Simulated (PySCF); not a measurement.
Coordinates in bohr (charge 0 multiplicity 5):
```
Co    0.0000    0.0000   -0.0152
H     3.0037   -0.0001    0.2967
H    -1.5018    2.6013    0.2967
H    -1.5019   -2.6012    0.2967
```

These are results of UPBE0/[Co def2-TZVP, H def2-TZVP], no relativity, density fitting, PySCF, not measurements.

This geometry of CoH3 is a stationary point at this level.

Task: What is the point group?

Result: C3v.

Task: Is it a minimum?

Result: Yes: all harmonic wavenumbers are real.

Task: What are the dipole moment and the gap between the highest occupied and lowest empty levels of either spin?

Result: 0.62 D and 4.21 eV.

Task: Give the atomic charges and bond orders.

Result: 
```tsv
atom	Mulliken	Löwdin	polar tensor	spin (Mulliken)	Mayer order to Co1
Co1	0.33	0.33	0.50	3.00	–
H2,3,4	-0.11	-0.11	-0.17	0.33	0.86
```

Task: What is the atomisation energy, with and without zero-point energy?

Result: 559 kJ/mol without, 519 kJ/mol with.

Only a few start shapes were tried, so a lower isomer may exist. With open d or f shells other occupations or spin states may lie lower. At this level a triplet minimum of C2v symmetry lies 181 kJ/mol below this structure.
